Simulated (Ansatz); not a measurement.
Ideal-gas functions of `[CH3][Cd][Cl]` at 298.15 K and 1 bar, from an Ansatz frequency run at PBE0-D4/def2-TZVP.

Molar mass 162.9 g/mol, point group C3v (symmetry number 3), electronic degeneracy 1, moments of inertia 3.187, 244.305, 244.305 u Å². Harmonic wavenumbers (cm⁻¹, unscaled): 108, 108, 349, 528, 724, 724, 1186, 1451, 1451, 3070, 3168, 3168.

Use S(trans) = R[1.5 ln M + 2.5 ln T − 1.1517]; rotational temperatures θ = 24.2544 K / I; S(rot) = R[ln(√π/σ · √(T³/θAθBθC)) + 1.5]; for each mode x = 1.438777 ν̃/T, S = R[x/(eˣ − 1) − ln(1 − e⁻ˣ)] and H = RT x/(eˣ − 1); 1 cm⁻¹ = 0.0119627 kJ/mol; R = 8.31446 J/(mol·K).

Problem. By hand: the entropy, in J/(mol·K).

Solution. Translation 172.4. Rotation: θ = 7.6104, 0.0993, 0.0993 K, giving 89.9. Vibration, mode by mode: 13.83, 13.83, 4.90, 2.48, 1.17, 1.17, 0.18, 0.06, 0.06, 0.00, 0.00, 0.00, in all 37.7. Electronic 0.0. Sum 300.0 J/(mol·K).

Problem. By hand: H − E and G − E in kJ/mol, counted from the electronic energy.

Solution. Zero-point energy ½ × 16035 × 0.0119627 = 95.9; thermal vibration 5.9; translation, rotation and pV give 4 RT = 9.9. H − E = 111.7 kJ/mol, and G − E = 111.7 − 298.15 × 300.0/1000 = 22.3 kJ/mol.

Vibration gives 13 % of the entropy, 27.7 J/(mol·K) of it from the modes under 150 cm⁻¹: soft modes count most, and the harmonic formula is weakest for them.
